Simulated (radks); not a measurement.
Results of a calculation; reference values are marked as such.
Initial-state core-level shifts of the chlorine ion Cl+ when its valence configuration changes from [Ne] 3s2 3p4. Level of theory: non-relativistic Kohn-Sham, SCAN, spin-unpolarised, spherical densities, point nucleus; meta-GGA in the generalised Kohn-Sham scheme (a radial shooting solver on a logarithmic mesh with Libxc functionals). Shifts are changes of the shell-averaged eigenvalues in eV (positive: less bound); the change of the density at the nucleus, which sets a Mossbauer isomer shift, is in e/bohr^3, on a base of 3222.

valence	1s	2s	2p	density at nucleus
3s1 3p5	-1.434	-1.393	-1.381	-12.1348
3s1.5 3p4.5	-0.722	-0.705	-0.694	-6.0499
3p6	-2.829	-2.753	-2.727	-24.4361
